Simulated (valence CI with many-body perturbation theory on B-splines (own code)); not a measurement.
**Level structure of Er XVIII**

Method: configuration interaction combined with many-body perturbation theory (CI+MBPT): five valence electrons over a frozen Dirac-Fock core [Kr] 4d10, radial functions for each j: 7 s, 7 p, 7 d, 7 f, 4 g, 2 h, with the one-electron correlation potential Σ1, the two-electron term Σ2, the three-electron term Σ3, Breit, model QED; selected CI, second order for the rest (own B-spline code, finite nucleus).

No measured levels were compared; by estimate terms of the open shell hold to a few per cent of their energy, and close levels can change places. Core correlation moves these levels by up to 3400 cm⁻¹, and in measured spectra 5 to 20 % of such shifts remained as error; rates that hang on mixing are uncertain with them. Among the levels kept, up to 1100 cm⁻¹ of a level comes from second order outside the variational space, and about a tenth of that is noise between levels of different J, which matters for small intervals. Only levels of the ground parity were solved; by the run's estimate the other parity begins above the list, which can be wrong where configurations are misplaced.

Levels 1 to 45 of 50, with energies above the lowest level, 4f⁵ ⁶H°_5/2. "Leading %" is the weight of the configuration and term that name the level; weights of strongly mixed levels are sums over their largest components and can fall short. In the jj column 3d3/2^4 stands for four electrons in 3d with j = 3/2. Lifetimes count E1, E2, E3, M1 and M2 decay at the calculated energies, and are blank where another channel may lead or the interval is too uncertain; long ones can be off by a factor of two.

| No. | Configuration | Term | J | E (cm⁻¹) | Leading % | Leading jj | Lifetime |
| --- | --- | --- | --- | --- | --- | --- | --- |
| 1 | 4f⁵ | ⁶H° | 5/2 | 0.0 | 88 | 4f5/2^4 4f7/2 (33 %) |  |
| 2 | 4f⁵ | ⁶H° | 7/2 | 3722 | 93 | 4f5/2^4 4f7/2 (50 %) | 238 ms |
| 3 | 4f⁵ | ⁶H° | 9/2 | 7663 | 95 | 4f5/2^3 4f7/2^2 (61 %) | 158 ms |
| 4 | 4f⁵ | ⁶H° | 11/2 | 11612 | 95 | 4f5/2^2 4f7/2^3 (44 %) | 165 ms |
| 5 | 4f⁵ | ⁶F° | 1/2 | 14132 | 92 | 4f5/2^3 4f7/2^2 (49 %) | 744 s |
| 6 | 4f⁵ | ⁶F° | 3/2 | 14441 | 88 | 4f5/2^4 4f7/2 (49 %) | 1.07 s |
| 7 | 4f⁵ | ⁶F° | 5/2 | 15453 | 82 | 4f5/2^3 4f7/2^2 (45 %) | 256 ms |
| 8 | 4f⁵ | ⁶H° | 13/2 | 15454 | 92 | 4f5/2^2 4f7/2^3 (43 %) | 231 ms |
| 9 | 4f⁵ | ⁶F° | 7/2 | 18483 | 87 | 4f5/2^3 4f7/2^2 (44 %) | 259 ms |
| 10 | 4f⁵ | ⁶H° | 15/2 | 19055 | 86 | 4f5/2^2 4f7/2^3 (38 %) | 503 ms |
| 11 | 4f⁵ | ⁶F° | 9/2 | 22360 | 91 | 4f5/2^3 4f7/2^2 (41 %) | 240 ms |
| 12 | 4f⁵ | ⁶F° | 11/2 | 26537 | 93 | 4f5/2^2 4f7/2^3 (42 %) | 375 ms |
| 13 | 4f⁵ | ⁴G° | 5/2 | 32335 | 40 | 4f5/2^5 (43 %) | 6.15 ms |
| 14 | 4f⁵ | ⁴F° | 3/2 | 35894 | 89 | 4f5/2^3 4f7/2^2 (55 %) | 11.7 ms |
| 15 | 4f⁵ | ⁴M° | 15/2 | 36526 | 59 | 4f5/2^4 4f7/2 (69 %) | 78.8 ms |
| 16 | 4f⁵ | ⁴G° | 7/2 | 39470 | 56 | 4f5/2^3 4f7/2^2 (33 %) | 7.60 ms |
| 17 | 4f⁵ | ⁴I° | 9/2 | 39597 | 87 | 4f5/2^3 4f7/2^2 (48 %) | 14.8 ms |
| 18 | 4f⁵ | ⁴I° | 11/2 | 40330 | 49 | 4f5/2^4 4f7/2 (40 %) | 13.8 ms |
| 19 | 4f⁵ | ⁴K° | 13/2 | 40520 | 32 | 4f5/2^4 4f7/2 (49 %) | 19.3 ms |
| 20 | 4f⁵ | ⁴M° | 17/2 | 42909 | 76 | 4f5/2^3 4f7/2^2 (88 %) | 104 ms |
| 21 | 4f⁵ | ⁴P° | 5/2 | 44241 | 24 | 4f5/2^4 4f7/2 (48 %) | 8.73 ms |
| 22 | 4f⁵ | ⁴I° | 15/2 | 45821 | 27 | 4f5/2^3 4f7/2^2 (59 %) | 13.2 ms |
| 23 | 4f⁵ | ⁴G° | 9/2 | 46698 | 67 | 4f5/2^3 4f7/2^2 (60 %) | 12.5 ms |
| 24 | 4f⁵ | ⁴F° | 5/2 | 47107 | 60 | 4f5/2^3 4f7/2^2 (46 %) | 10.8 ms |
| 25 | 4f⁵ | ⁴M° | 19/2 | 47531 | 82 | 4f5/2^2 4f7/2^3 (53 %) | 250 ms |
| 26 | 4f⁵ | ⁴L° | 13/2 | 49420 | 54 | 4f5/2^3 4f7/2^2 (50 %) | 12.7 ms |
| 27 | 4f⁵ | ²P° | 1/2 | 49682 | 51 | 4f5/2^4 4f7/2 (58 %) | 9.06 ms |
| 28 | 4f⁵ | ⁶P° | 3/2 | 49765 | 54 | 4f5/2^3 4f7/2^2 (71 %) | 32.2 ms |
| 29 | 4f⁵ | ⁴L° | 15/2 | 50549 | 49 | 4f5/2^3 4f7/2^2 (72 %) | 21.3 ms |
| 30 | 4f⁵ | ⁴M° | 21/2 | 50703 | 84 | 4f5/2^2 4f7/2^3 (44 %) | 1.16 s |
| 31 | 4f⁵ | ⁴K° | 11/2 | 50928 | 50 | 4f5/2^2 4f7/2^3 (55 %) | 13.2 ms |
| 32 | 4f⁵ | ⁴G° | 11/2 | 52494 | 48 | 4f5/2^2 4f7/2^3 (41 %) | 38.3 ms |
| 33 | 4f⁵ | ⁴F° | 7/2 | 52927 | 29 | 4f5/2^3 4f7/2^2 (39 %) | 7.95 ms |
| 34 | 4f⁵ | ⁴L° | 17/2 | 53815 | 53 | 4f5/2^2 4f7/2^3 (63 %) | 55.9 ms |
| 35 | 4f⁵ | ⁴K° | 13/2 | 53826 | 54 | 4f5/2^3 4f7/2^2 (64 %) | 32.1 ms |
| 36 | 4f⁵ | ⁴H° | 7/2 | 55310 | 66 | 4f5/2^2 4f7/2^3 (40 %) | 14.3 ms |
| 37 | 4f⁵ | ⁴F° | 7/2 | 55737 | 31 | 4f5/2^3 4f7/2^2 (37 %) | 17.5 ms |
| 38 | 4f⁵ | ⁴F° | 9/2 | 55968 | 26 | 4f5/2^4 4f7/2 (42 %) | 8.42 ms |
| 39 | 4f⁵ | ⁴D° | 3/2 | 56830 | 65 | 4f5/2^2 4f7/2^3 (62 %) | 7.38 ms |
| 40 | 4f⁵ | ⁶P° | 5/2 | 56900 | 49 | 4f5/2^3 4f7/2^2 (44 %) | 11.5 ms |
| 41 | 4f⁵ | ⁴K° | 17/2 | 58022 | 46 | 4f5/2^2 4f7/2^3 (55 %) | 46.8 ms |
| 42 | 4f⁵ | ⁴H° | 9/2 | 58771 | 55 | 4f5/2^2 4f7/2^3 (50 %) | 11.7 ms |
| 43 | 4f⁵ | ⁴H° | 13/2 | 58835 | 74 | 4f5/2^3 4f7/2^2 (49 %) | 17.8 ms |
| 44 | 4f⁵ | ⁴K° | 15/2 | 59612 | 58 | 4f5/2^2 4f7/2^3 (91 %) | 32.5 ms |
| 45 | 4f⁵ | ⁴G° | 7/2 | 59812 | 78 | 4f5/2^3 4f7/2^2 (56 %) | 7.04 ms |

Names give the largest LS component (configuration and term), which can be under half, so a name can repeat, a term be missing and a line seem to break the LS rules; names also repeat where a configuration has a term twice.

Where two levels of one J and parity lie close, their mixing, g and order are uncertain.

The ionisation energy to 4f⁴ ⁵I4 of the next ion comes out as 400.69 eV (NIST: 415 ± 21 eV (theoretical)). All 50 levels together are meant to be complete up to 62577 cm⁻¹.
